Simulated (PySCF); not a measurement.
Ge(Et)2(OH)2, SMILES C[CH2][Ge]([OH])([OH])[CH2]C (C4H12GeO2), singlet, GFN2-xTB optimised geometry.

```
19

C      2.20     0.79    -1.21
C      1.61     0.08     0.00
Ge    -0.40     0.08     0.00
O     -1.08    -0.54    -1.52
O     -0.82     1.81     0.00
C     -1.39    -0.95     1.42
C     -2.89    -0.72     1.39
H      1.93     0.28    -2.13
H      3.29     0.82    -1.13
H      1.83     1.81    -1.26
H      1.93     0.57     0.91
H      1.95    -0.95     0.04
H     -0.81    -0.08    -2.31
H     -1.75     2.00    -0.11
H     -1.17    -2.00     1.26
H     -0.98    -0.67     2.39
H     -3.29    -0.96     0.40
H     -3.12     0.33     1.60
H     -3.39    -1.34     2.13
```

Density from PBE0/def2-SVP (PySCF 2.14.0) at that geometry.

Minimum of the electron density along straight lines between bonded atoms, close to the bond critical point (lines longer than 1.1 times the sum of covalent radii, or with two minima, are not listed):

| bond | length / Å | ρ at the minimum / e bohr⁻³ | ∇²ρ there / e bohr⁻⁵ | position (fraction from the first atom) |
|---|---|---|---|---|
| C1–C2 | 1.521 | 0.241 | -0.54 | 0.50 |
| C2–Ge3 | 2.009 | 0.121 | 0.00 | 0.53 |
| Ge3–O4 | 1.775 | 0.138 | 0.69 | 0.47 |
| Ge3–O5 | 1.775 | 0.138 | 0.69 | 0.47 |
| Ge3–C6 | 2.009 | 0.121 | 0.00 | 0.47 |
| C6–C7 | 1.521 | 0.241 | -0.54 | 0.50 |
| C1–H8 | 1.089 | 0.275 | -1.00 | 0.62 |
| C1–H9 | 1.089 | 0.275 | -1.00 | 0.62 |
| C1–H10 | 1.088 | 0.278 | -1.03 | 0.63 |
| C2–H11 | 1.088 | 0.275 | -0.99 | 0.62 |
| C2–H12 | 1.090 | 0.273 | -0.98 | 0.62 |
| O4–H13 | 0.955 | 0.358 | -2.37 | 0.81 |
| O5–H14 | 0.955 | 0.358 | -2.37 | 0.81 |
| C6–H15 | 1.088 | 0.275 | -0.99 | 0.62 |
| C6–H16 | 1.090 | 0.274 | -0.98 | 0.62 |
| C7–H17 | 1.088 | 0.278 | -1.03 | 0.63 |
| C7–H18 | 1.089 | 0.275 | -1.00 | 0.62 |
| C7–H19 | 1.089 | 0.275 | -1.00 | 0.62 |
